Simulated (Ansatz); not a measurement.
Ansatz (an electronic-structure program) input file for CF₂, SMILES F[C]F (connectivity only; charge and spin as stated), charge +1, multiplicity 2, PBE/def2-TZVPD. Geometry optimised at PBE0-D3(BJ)/def2-TZVP. The isomer is the one that the SMILES or the coordinates give; other isomers of the formula were not compared.

Ansatz 0.2 input:
```yaml
crystal:
  periodic: [false, false, false]
  atoms:
    - {symbol: F, position_ang: [0.00000000, -1.07476153, -0.14092070]}
    - {symbol: C, position_ang: [0.00000000, 0.00000000, 0.42276211]}
    - {symbol: F, position_ang: [0.00000000, 1.07476153, -0.14092070]}
basis:
  gaussian:
    orbitals: def2-TZVPD
hamiltonian:
  xc: {name: PBE}
total_charge: 1
magnetization: {spin_polarized: true, initial_magnetization: 1}
```

Output:

```
WARN ansatz: RAYON_NUM_THREADS=1 ignored (pool sized by the plan → 1); use --threads N
Functional definition: PBE
integrals: 0.02 GiB planned
568 factors; their error is unknown
mean field: 0.32 GiB planned
mean field evaluation 1: about -6446.1360 eV, gradient 5.6e1 eV
mean field evaluation 2: about -6415.9001 eV, gradient 1.1e2 eV
mean field evaluation 4: about -6453.7138 eV, gradient 2.3e0 eV
mean field evaluation 8: about -6453.7288 eV, gradient 1.2e-2 eV
mean field -6453.72878929 eV, -237.1701585118 hartree, gradient 2.4e-5 eV, S^2 0.752673; 0 other end points of the search recorded, 0 dependent functions left out
reference -6453.72882134 eV, -237.1701596897 hartree; 12, 11 occupied and 105, 106 virtual orbitals, 568 factors
Total energy: -6453.72882134 eV, -237.1701596897 hartree
```

The calculation finished and met its thresholds.
